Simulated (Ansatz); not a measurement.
Energy needed to pull apart CH₄B₂O (SMILES BOB=C), singlet, into free ground-state atoms, from the structure below (displaced at random from a GFN2-xTB minimum); no zero-point or spin–orbit terms; open-shell atoms are treated unrestricted, in their ground-state multiplicity.

B1  (-1.438, -1.325, 0.369)
O2  (-0.461, -0.498, 0.052)
B3  (0.427, 0.345, -0.170)
C4  (1.461, 1.334, -0.362)
H5  (-2.538, -0.814, 0.494)
H6  (-1.232, -2.439, 0.640)
H7  (1.198, 2.371, -0.533)
H8  (2.448, 1.068, -0.495)
(Å)

Computed with Ansatz 0.2.0 (basis: def2-TZVPP); correlated methods freeze the cores.

```
   method  atomization energy (kcal/mol)
   PBE-D4                          787.2
revPBE-D4                          765.6
r2SCAN-D4                              ?
  PBE0-D4                          772.1
  LC-wPBE                              ?
  wB97M-V                          771.4
       HF                          585.2
      MP2                          763.0
     CCSD                          733.0
  CCSD(T)                          743.7
```

Problem. What does r2SCAN-D4 give? (Judge from chemistry; the value comes from the calculation.)

Solution. By the calculation: 775.8 kcal/mol, which is about 32.1 kcal/mol more than CCSD(T)/def2-TZVPP.

Problem. What does LC-wPBE give? (To be estimated.)

Solution. The calculation gives: 766.6 kcal/mol, which is about 23.0 kcal/mol more than CCSD(T)/def2-TZVPP.

In triple zeta the MP2 and coupled-cluster atomization energies are still short of their basis limit by a few kcal/mol a bond, whereas those of the functionals are nearly converged, so these differences are not deviations from converged CCSD(T).

No T1 diagnostic of these runs exceeds 0.017.

For scale, one of the runs: CCSD(T)/def2-TZVPP forces, 180 basis functions (an equivalent command: `ansatz run in.yaml --threads 4`). The run took 100 s on 4 CPU threads (shared host), with 3.5 GiB of host memory at its peak.
